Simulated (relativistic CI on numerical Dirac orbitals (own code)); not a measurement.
Electric-dipole transitions in In¹⁶⁺

Calculated at this level of theory: Dirac-Coulomb-Breit CI, KLI orbitals optimised for each configuration, model QED, unscaled Slater integrals (own radial code, finite nucleus).

Configuration list (outside the closed core [Ar] 3d10): 4s2 4p3, 4s 4p4, 4p5, 4s2 4p2 4d, 4s 4p3 4d, 4s2 4p2 4f, 4s 4p3 4f, 4p4 4d, 4s 4p2 4d2, 4s2 4p 4d 4f, 4s2 4p2 5s, 4s2 4p 4d2, 4s2 4d3, 4s 4p 4d3, 4s2 4d2 4f, 4s 4p 4d2 4f, 4s2 4d2 5s, 4p3 4d2, 4p2 4d3, 4p2 4d2 4f, 4p2 4d2 5s. Double excitations out of closed p, d and f shells are left out; levels of such configurations are missing from the list, as are those of other unlisted configurations, and high levels can miss mixing partners.

```csv
λ vac (nm),Lower,Upper,A (s⁻¹),gf,Branching (%)
13.856,4s2 4p3 4S°_3/2 [1],4s2 4p2 4d 2D_5/2 [32],7.50e+10,1.30e+00,30.1
13.986,4s 4p4 4P_5/2 [6],4s 4p3 4d 4D°_7/2 [84],1.95e+11,4.58e+00,93.8
14.109,4s2 4p2 4d 4F_9/2 [21],4s2 4p2 4f 4G°_11/2 [154],2.76e+11,9.90e+00,97.5
14.129,4s 4p4 2D_5/2 [10],4s 4p3 4d 2F°_7/2 [108],3.45e+11,8.25e+00,95.7
14.158,4s2 4p3 2P°_1/2 [4],4s2 4p2 4d 2D_3/2 [40],1.52e+11,1.83e+00,56.0
14.184,4s2 4p2 4d 2G_9/2 [30],4s2 4p2 4f 2H°_11/2 [182],2.96e+11,1.07e+01,92.5
14.211,4s 4p4 2P_3/2 [12],4s 4p3 4d 2D°_5/2 [120],2.49e+11,4.53e+00,84.5
14.265,4s2 4p3 2D°_5/2 [3],4s2 4p2 4d 2F_7/2 [37],3.44e+11,8.40e+00,100.0
14.277,4s2 4p2 4d 2F_7/2 [19],4s2 4p2 4f 2G°_9/2 [146],1.66e+11,5.08e+00,68.1
14.283,4s2 4p2 4d 2F_7/2 [28],4s2 4p2 4f 2H°_9/2 [174],2.13e+11,6.52e+00,65.0
14.316,4s 4p4 4P_5/2 [6],4s 4p3 4d 4P°_3/2 [78],1.55e+11,1.91e+00,79.2
14.318,4s 4p4 4P_3/2 [7],4s 4p3 4d 4D°_5/2 [90],1.21e+11,2.23e+00,69.8
14.332,4s2 4p2 4d 2F_5/2 [16],4s2 4p2 4f 2G°_7/2 [140],2.17e+11,5.34e+00,72.2
14.350,4s2 4p2 4d 4F_3/2 [13],4s2 4p2 4f 4G°_5/2 [124],1.90e+11,3.52e+00,80.3
14.422,4s2 4p3 2D°_3/2 [2],4s2 4p2 4d 2D_5/2 [35],1.75e+11,3.27e+00,66.5
14.424,4s2 4p2 4d 2D_5/2 [32],4s2 4p2 4f 2F°_7/2 [184],3.65e+11,9.12e+00,78.2
14.441,4s2 4p2 4d 4F_9/2 [21],4s2 4p 4d2 4F°_9/2 [150],1.65e+11,5.17e+00,50.6
14.447,4s2 4p2 4d 2D_3/2 [34],4s2 4p2 4f 2F°_5/2 [193],3.32e+11,6.24e+00,64.8
14.498,4s2 4p2 4d 4P_5/2 [25],4s2 4p2 4f 4D°_7/2 [165],3.54e+11,8.93e+00,81.2
14.562,4s2 4p3 4S°_3/2 [1],4s2 4p2 4d 4P_1/2 [27],2.15e+11,1.37e+00,94.8
14.594,4s2 4p2 4d 4P_3/2 [26],4s2 4p 4d2 4D°_5/2 [167],2.62e+11,5.01e+00,53.0
14.600,4s2 4p3 4S°_3/2 [1],4s2 4p2 4d 4P_3/2 [26],1.73e+11,2.21e+00,83.2
14.607,4s2 4p3 2D°_3/2 [2],4s2 4p2 4d 2D_3/2 [34],1.91e+11,2.44e+00,74.3
14.716,4s2 4p3 4S°_3/2 [1],4s2 4p2 4d 4P_5/2 [25],2.00e+11,3.90e+00,78.7
14.800,4s2 4p3 2P°_1/2 [4],4s2 4p2 4d 2P_3/2 [39],1.24e+11,1.63e+00,57.3
14.839,4s2 4p3 2D°_5/2 [3],4s2 4p2 4d 2D_5/2 [35],7.33e+10,1.45e+00,27.9
15.055,4s2 4p3 2D°_3/2 [2],4s2 4p2 4d 2D_5/2 [32],7.40e+10,1.51e+00,29.7
15.104,4s2 4p3 2P°_3/2 [5],4s2 4p2 4d 2D_5/2 [41],2.84e+11,5.82e+00,92.9
15.420,4s2 4p2 4d 2G_9/2 [30],4s2 4p 4d2 2G°_9/2 [160],1.48e+11,5.26e+00,53.8
15.510,4s2 4p3 2D°_5/2 [3],4s2 4p2 4d 2D_5/2 [32],9.63e+10,2.08e+00,38.6
```

Terms are leading LS components. Brackets give the number of a level in order of energy, since labels repeat. The list gives strong lines, with weight on those to low levels, without lines whose two gauges differ by over a factor of 2.5, among the lowest 200 of 3635 levels, so that lines to higher ones, which can be the strongest, are missing. Levels whose partners in the same complex of configurations lie outside the list can be far off, and so can their lines. Rates are taken at the computed energies, electric ones in the length gauge.

At this charge energies of transitions that change n are usually good to better than 1 %, and those within a shell (Δn = 0) to a few per cent.

LS names give the leading component of a level, which can be under half, so a name can repeat, a term be missing and a line seem to break the LS rules.
